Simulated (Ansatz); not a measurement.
A geometry relaxed with Ansatz (a quantum-chemistry and plane-wave program) with PBE0-D3(BJ)/def2-TZVP, charge 0, multiplicity 1:

```xyz
4

Br    -1.6679    -1.5252    -0.0617
Br     2.1553    -0.6823     0.0355
Ga     0.0001     0.0000     0.0000
Br    -0.4875     2.2076     0.0261
```

Question: Write the SMILES of this molecule.

Answer: `[Br][Ga]([Br])[Br]`
